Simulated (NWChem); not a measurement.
System: C₂H₆OSi; SMILES C=C[SiH2]O

NWChem input:

```
start job
memory heap 200 mb stack 900 mb global 1100 mb
geometry units angstroms
  Si     0.536775    -0.170860    -0.680470
  O      1.143624    -0.996532     0.583198
  C     -1.005543     0.806626    -0.209124
  C     -1.601684     0.762751     0.972390
  H      0.238423    -1.249469    -1.613204
  H      1.531036     0.778774    -1.195141
  H      1.341355    -0.568638     1.411585
  H     -1.435043     1.444972    -0.971521
  H     -1.228228     0.140547     1.771576
  H     -2.489605     1.332193     1.205020
end
basis spherical
  * library def2-svp
end
dft
  xc xpbe96 cpbe96
  disp vdw 4
  iterations 150
end
driver
  maxiter 120
end
task dft optimize
task dft freq
```

Excerpt of the output:

```
             Northwest Computational Chemistry Package (NWChem) 7.3.0
             --------------------------------------------------------

 C1  symmetry detected

                             Geometry "geometry" -> ""
                             -------------------------

 Output coordinates in angstroms (scale by  1.889725989 to convert to a.u.)

  No.       Tag          Charge          X              Y              Z
 ---- ---------------- ---------- -------------- -------------- --------------
    1 Si                  14.0000    -0.56023069     0.71687168    -0.01858139
    2 O                    8.0000     0.93084431     1.36764396    -0.02547726
    3 C                    6.0000    -0.50706741    -1.16756800     0.03093141
    4 C                    6.0000     0.59480271    -1.89889096    -0.03489709
    5 H                    1.0000    -1.09906052     1.21723037    -1.27624096
    6 H                    1.0000    -1.31273041     1.17637928     1.15523412
    7 H                    1.0000     1.58059412     1.13593237     0.63220866
    8 H                    1.0000    -1.45563672    -1.68414806     0.11196452
    9 H                    1.0000     1.57022133    -1.44522617    -0.12463128
   10 H                    1.0000     0.58667564    -2.97876924    -0.01078342

 Effective nuclear repulsion energy (a.u.)     160.2508786261

                                Z-matrix (autoz)
                                --------

 Units are Angstrom for bonds and degrees for angles

      Type          Name      I     J     K     L     M      Value
      ----------- --------  ----- ----- ----- ----- ----- ----------
    1 Stretch                  1     2                       1.62692
    2 Stretch                  1     3                       1.88584
    3 Stretch                  1     5                       1.45685
    4 Stretch                  1     6                       1.46808
    5 Stretch                  2     7                       0.95311
    6 Stretch                  3     4                       1.32412
    7 Stretch                  3     8                       1.08315
    8 Stretch                  4     9                       1.07949
    9 Stretch                  4    10                       1.08018
   10 Bend                     1     2     7               121.64304
   11 Bend                     1     3     4               125.03341
   12 Bend                     1     3     8               116.99081
   13 Bend                     2     1     3               111.96134
   14 Bend                     2     1     5               101.41633
   15 Bend                     2     1     6               110.36292
   16 Bend                     3     1     5               112.10407
   17 Bend                     3     1     6               107.83188
   18 Bend                     3     4     9               121.59737
   19 Bend                     3     4    10               123.01004
   20 Bend                     4     3     8               117.97404
   21 Bend                     5     1     6               113.15117
   22 Bend                     9     4    10               115.39110
   23 Torsion                  1     3     4     9          -0.00541
   24 Torsion                  1     3     4    10        -179.54016
   25 Torsion                  2     1     3     4          -4.88456
   26 Torsion                  2     1     3     8         175.60614
   27 Torsion                  3     1     2     7         -52.88190
   28 Torsion                  4     3     1     5         108.32698
   29 Torsion                  4     3     1     6        -126.47467
   30 Torsion                  5     1     2     7        -172.57463
   31 Torsion                  5     1     3     8         -71.18232
   32 Torsion                  6     1     2     7          67.24131
   33 Torsion                  6     1     3     8          54.01603
   34 Torsion                  8     3     4     9         179.49949
   35 Torsion                  8     3     4    10          -0.03526

  pbe96 is a nonlocal functional; adding pw91lda local functional.

                           NWChem Geometry Optimization
                           ----------------------------

 maximum gradient threshold         (gmax) =   0.000450
 rms gradient threshold             (grms) =   0.000300
 maximum cartesian step threshold   (xmax) =   0.001800
 rms cartesian step threshold       (xrms) =   0.001200
 fixed trust radius                (trust) =   0.300000
 source of zmatrix                         =   autoz

          -------------------
          Energy Minimization
          -------------------

 Using diagonal initial Hessian
 Scaling for Hessian diagonals: bonds = 1.00  angles = 0.25  torsions = 0.10

          --------
          Step   0

                                 NWChem DFT Module
                                 -----------------

 Summary of "ao basis" -> "ao basis" (spherical)
 ------------------------------------------------------------------------------
       Tag                 Description            Shells   Functions and Types
 ---------------- ------------------------------  ------  ---------------------
 Si                         def2-svp                 8       18   4s3p1d
 O                          def2-svp                 6       14   3s2p1d
 C                          def2-svp                 6       14   3s2p1d
 H                          def2-svp                 3        5   2s1p

            General Information
            -------------------
          SCF calculation type: DFT
          Wavefunction type:  closed shell.
          No. of atoms     :    10
          No. of electrons :    40
           Alpha electrons :    20
            Beta electrons :    20
          Charge           :     0
          Spin multiplicity:     1
          Use of symmetry is: off; symmetry adaption is: off
          Maximum number of iterations: 150
          AO basis - number of functions:    90
                     number of shells:    44
          Convergence on energy requested:  1.00D-06
          Convergence on density requested:  1.00D-05
          Convergence on gradient requested:  5.00D-04

              XC Information
              --------------
          PerdewBurkeErnzerhof Exchange Functional  1.000
            Perdew 1991 LDA Correlation Functional  1.000 local
           PerdewBurkeErnz. Correlation Functional  1.000 non-local

             Grid Information
             ----------------
          Grid used for XC integration:  medium
          Radial quadrature: Mura-Knowles
          Angular quadrature: Lebedev.
          Tag              B.-S. Rad. Rad. Pts. Rad. Cut. Ang. Pts.
          ---              ---------- --------- --------- ---------
          Si                  1.10       88          11.0       590
          O                   0.60       49          11.0       434
          C                   0.70       49          10.0       434
          H                   0.35       45          12.0       434
          Grid pruning is: on
          Number of quadrature shells:   505
          Spatial weights used:  Erf1

           DFT-D3BJ Model
          s6 scale factor  :        1.000000000000
          s8 scale factor  :        0.787500000000
          a1 parameter     :        0.428900000000
          a2 parameter     :        4.440700000000
              vdW contrib  :       -0.007030269777

      Superposition of Atomic Density Guess
      -------------------------------------

 Sum of atomic energies:        -441.67499331

      Non-variational initial energy
      ------------------------------

[...]

      ----------------------
      Optimization converged
      ----------------------

  Step       Energy      Delta E   Gmax     Grms     Xrms     Xmax
  ---- ---------------- -------- -------- -------- -------- --------
@   20    -444.00078893 -6.0D-08  0.00002  0.00001  0.00040  0.00102
                                     ok       ok       ok       ok

                                Z-matrix (autoz)
                                --------

 Units are Angstrom for bonds and degrees for angles

      Type          Name      I     J     K     L     M      Value     Gradient
      ----------- --------  ----- ----- ----- ----- ----- ---------- ----------
    1 Stretch                  1     2                       1.68695    0.00000
    2 Stretch                  1     3                       1.87696    0.00000
    3 Stretch                  1     5                       1.50042   -0.00000
    4 Stretch                  1     6                       1.51069   -0.00001
    5 Stretch                  2     7                       0.97289    0.00000
    6 Stretch                  3     4                       1.34845    0.00001
    7 Stretch                  3     8                       1.10700    0.00001
    8 Stretch                  4     9                       1.10446   -0.00001
    9 Stretch                  4    10                       1.10386   -0.00002
   10 Bend                     1     2     7               114.35855    0.00001
   11 Bend                     1     3     4               121.90502   -0.00001
   12 Bend                     1     3     8               119.47484    0.00001
   13 Bend                     2     1     3               110.50228   -0.00001
   14 Bend                     2     1     5               105.28810    0.00000
   15 Bend                     2     1     6               111.97109    0.00000
   16 Bend                     3     1     5               111.48529   -0.00000
   17 Bend                     3     1     6               108.90935    0.00001
   18 Bend                     3     4     9               120.93442    0.00000
   19 Bend                     3     4    10               122.62071   -0.00000
   20 Bend                     4     3     8               118.61962   -0.00000
   21 Bend                     5     1     6               108.65893   -0.00001
   22 Bend                     9     4    10               116.44428   -0.00000
   23 Torsion                  1     3     4     9          -0.55541   -0.00000
   24 Torsion                  1     3     4    10         179.73615   -0.00001
   25 Torsion                  2     1     3     4          -6.85981    0.00000
   26 Torsion                  2     1     3     8         172.87502    0.00000
   27 Torsion                  3     1     2     7         -67.80398   -0.00000
   28 Torsion                  4     3     1     5         109.86525    0.00000
   29 Torsion                  4     3     1     6        -130.24875   -0.00000
   30 Torsion                  5     1     2     7         171.69269   -0.00000
   31 Torsion                  5     1     3     8         -70.39992    0.00000
   32 Torsion                  6     1     2     7          53.79304    0.00000
   33 Torsion                  6     1     3     8          49.48608   -0.00000
   34 Torsion                  8     3     4     9         179.70757   -0.00000
   35 Torsion                  8     3     4    10          -0.00087   -0.00001

                         Geometry "geometry" -> "geometry"
                         ---------------------------------

 Output coordinates in angstroms (scale by  1.889725989 to convert to a.u.)

  No.       Tag          Charge          X              Y              Z
 ---- ---------------- ---------- -------------- -------------- --------------
    1 Si                  14.0000    -0.53547964     0.70334499    -0.03591243
    2 O                    8.0000     1.04440220     1.29448244    -0.05367164
    3 C                    6.0000    -0.53484936    -1.17210573     0.03929659
    4 C                    6.0000     0.60243863    -1.88913469    -0.06450881
    5 H                    1.0000    -1.15883516     1.20217921    -1.30628374
    6 H                    1.0000    -1.32662265     1.23995503     1.13384568
    7 H                    1.0000     1.53448625     1.15467228     0.77505293
    8 H                    1.0000    -1.49138978    -1.71203313     0.17697952
    9 H                    1.0000     1.57725666    -1.39000094    -0.20744398
   10 H                    1.0000     0.61700521    -2.99190423    -0.01762682

 Effective nuclear repulsion energy (a.u.)     158.2443931694

[...]

 Rotational Constants
 --------------------
 A=   0.354387 cm-1  (  0.509872 K)
 B=   0.138089 cm-1  (  0.198675 K)
 C=   0.104039 cm-1  (  0.149685 K)

 Temperature                      =   298.15K
 frequency scaling parameter      =   1.0000

 Zero-Point correction to Energy  =   44.682 kcal/mol  (  0.071205 au)
 Thermal correction to Energy     =   48.477 kcal/mol  (  0.077254 au)
 Thermal correction to Enthalpy   =   49.070 kcal/mol  (  0.078197 au)

 Total Entropy                    =   75.501 cal/mol-K
   - Translational                =   38.804 cal/mol-K (mol. weight =  74.0188)
   - Rotational                   =   25.252 cal/mol-K (symmetry #  =        1)
   - Vibrational                  =   11.444 cal/mol-K

 Cv (constant volume heat capacity) =   20.944 cal/mol-K
   - Translational                  =    2.979 cal/mol-K
   - Rotational                     =    2.979 cal/mol-K
   - Vibrational                    =   14.986 cal/mol-K

[normal modes left out]

 ----------------------------------------------------------------------------
 Normal Eigenvalue ||           Projected Infra Red Intensities
  Mode   [cm**-1]  || [atomic units] [(debye/angs)**2] [(KM/mol)] [arbitrary]
 ------ ---------- || -------------- ----------------- ---------- -----------
    1       -0.000 ||    0.000842           0.019         0.821       0.209
    2       -0.000 ||    0.000932           0.021         0.908       0.231
    3        0.000 ||    0.000092           0.002         0.089       0.023
    4        0.000 ||    0.000630           0.015         0.614       0.156
    5        0.000 ||    0.000191           0.004         0.186       0.047
    6        0.000 ||    0.000000           0.000         0.000       0.000
    7      118.269 ||    0.004650           0.107         4.534       1.154
    8      164.945 ||    0.001387           0.032         1.352       0.344
    9      231.710 ||    0.094189           2.173        91.820      23.377
   10      402.606 ||    0.033035           0.762        32.204       8.199
   11      410.407 ||    0.001759           0.041         1.715       0.437
   12      630.054 ||    0.081444           1.879        79.396      20.214
   13      636.364 ||    0.021614           0.499        21.070       5.364
   14      721.632 ||    0.027499           0.634        26.808       6.825
   15      804.866 ||    0.078645           1.814        76.667      19.519
   16      868.749 ||    0.209891           4.842       204.612      52.093
   17      888.948 ||    0.103122           2.379       100.528      25.594
   18      920.925 ||    0.077537           1.789        75.587      19.244
   19      947.460 ||    0.023764           0.548        23.167       5.898
   20      976.940 ||    0.050290           1.160        49.025      12.482
   21     1008.623 ||    0.013257           0.306        12.924       3.290
   22     1225.774 ||    0.000452           0.010         0.441       0.112
   23     1363.586 ||    0.012604           0.291        12.287       3.128
   24     1617.849 ||    0.004735           0.109         4.616       1.175
   25     2128.877 ||    0.159729           3.685       155.712      39.644
   26     2185.600 ||    0.115074           2.655       112.180      28.560
   27     3046.235 ||    0.014261           0.329        13.902       3.539
   28     3063.548 ||    0.004632           0.107         4.516       1.150
   29     3141.446 ||    0.007996           0.184         7.795       1.984
   30     3764.954 ||    0.064488           1.488        62.866      16.005
 ----------------------------------------------------------------------------
```

Level: PBE-D3(BJ)/def2-SVP.
